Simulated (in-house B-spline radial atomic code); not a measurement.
RPA and G0W0 on CAM-B3LYP: Re⁺

Configuration [Xe] 4f14 5d5 6s1, highest spin, mean-field start CAM-B3LYP. Computed with a B-spline radial code for spherical atoms: all electrons, scalar-relativistic (spin-free one-electron X2C), finite nucleus, each spin shell either full or empty, empty states to l = 9 with an (l + 1/2)⁻⁴ tail; G0W0 by contour deformation at full frequency.

Without the two-electron picture change, the correlation of inner shells comes somewhat too large for so heavy an element.

RPA overbinds a lone outer s electron by self-correlation, and G0W0 tends to as well.

Command:
```bash
python run_gw.py task.json out
```
Settings (radii: box in bohr, nucleus in fm):
```
Z                        75
electrons                74
configuration            [Xe] 4f14 5d5 6s1
hamiltonian              x2c
method                   camb3lyp
lmax                     9
rms_radius               5.3698
spin_polarised           True
box_radius               23.78
intervals                70
ion_configuration        [Xe] 4f14 5d5
```

Run time, properties included: 26 s on 1 thread of Intel(R) Xeon(R) Platinum 8259CL CPU @ 2.50GHz (shared host).

Energies (hartree):

```tsv
term	value
mean-field total	-16694.39450
Hartree-Fock functional on these orbitals	-16688.12874
direct second order	-7.5385
second-order exchange	1.8948
SOSEX correction	1.7681
```

Task: What is the RPA correlation energy, and what remains with SOSEX?

Result: RPA gives -6.5184 hartree (-2.4 eV per electron); RPA + SOSEX gives -4.7503, and the second-order doubles -5.6437 hartree (no singles). SOSEX takes back 27 % of the RPA value.

Quasi-particle levels (eV):

| level | occupied | mean field | Σx - vxc | Σc | QP weight | G0W0 |
| --- | --- | --- | --- | --- | --- | --- |
| 6s up | yes | -15.301 | -0.94 | ? | ? | ? |
| 5d up | yes | -16.786 | -2.98 | 0.02 | 0.918 | -19.744 |
| 6s down | no | -9.340 | 3.86 | -2.23 | 0.943 | -7.707 |

G0W0 = mean field + (Σx - vxc) + Σc, with Σc (partial-wave tail included) taken at the quasi-particle energy. Only the outer levels were computed. Levels of low weight are left out.

Task: Where does G0W0 put 6s up?

Result: At -17.537 eV, with Σc = -1.29 eV and a quasi-particle weight of 0.953. The tabulated removal energy is 16.6 ± 0.5 eV (NIST, semi-empirical); the calculation leaves out spin-orbit coupling, Breit and QED terms, and what these don't explain is the method's own error.

Task: What does it cost to remove one electron (to [Xe] 4f14 5d5) by differences of total energies, each species on its own start (correlation terms add to the Hartree-Fock functional)?

Result: CAM-B3LYP 16.733 eV, Hartree-Fock functional 15.732 eV, + RPA 17.232 eV, + RPA + SOSEX 16.557 eV, + second order 17.312 eV. Tabulated: 16.6 ± 0.5 eV (NIST, semi-empirical); the calculation leaves out spin-orbit coupling, Breit and QED terms, and what these don't explain is the method's own error.
